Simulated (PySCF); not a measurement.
# How methods differ on the excitation energy of Re

Re [Xe] 4f14 5d5 6s2 (6S) → Re [Xe] 4f14 5d5 6s1 7s1 (8S), as a difference of total energies. All numbers are calculated (PySCF 2.14, a scalar-relativistic core potential, in aug-cc-pVDZ-PP with ECP60MDF (5s5p4d2f, 54 functions)). Correlated levels: valence: 5s2 5p6 frozen. The calculations carry no spin-orbit coupling.

```tsv
method	excitation energy (eV)
UHF	3.603
LDA	5.402
PBE	4.899
PBE0	4.740
r2SCAN	4.569
B97-3	5.563
wB97X-V	5.296
revPBE	4.779
MP2 (valence)	4.812
SCS-MP2 (valence)	5.144
```

Task: How much does correlation contribute at MP2 (valence)?

Result: 4.812 − (3.603) = 1.209 eV, measured against UHF.

The promoted electron is Rydberg-like, and one or two diffuse shells describe it only roughly, which tends to raise the upper state.
